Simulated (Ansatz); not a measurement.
Ligands exchanged one at a time, Ga NH2-SH. All species are isolated molecules in the gas phase. One relaxed conformer stands for each flexible species; it need not be the lowest. Strings in code marks are SMILES.

Quantity: vertical ionisation energy (energy after one electron is removed minus that of the parent at the parent's geometry), in eV.

Case: `[NH2][Ga]([SH])[SH]`. Geometry of `[NH2][Ga]([SH])[SH]` (neutral, multiplicity 1, Å):

```xyz
8

N     -0.4156    -1.2154     0.2646
Ga     0.1636     0.4826    -0.0636
S     -1.2581     2.1652    -0.2806
S      2.3212     0.9688    -0.1534
H      0.2014    -2.0075     0.1841
H     -1.3783    -1.4791     0.1302
H     -2.3444     1.3874    -0.1311
H      2.7101    -0.3020     0.0497
```

What is the computed vertical ionisation energy (energy after one electron is removed minus that of the parent at the parent's geometry) (frozen-core CCSD(T)/cc-pVTZ // B3LYP-D3(BJ)/def2-TZVP (Ansatz, a first-principles code))?

9.65 eV.
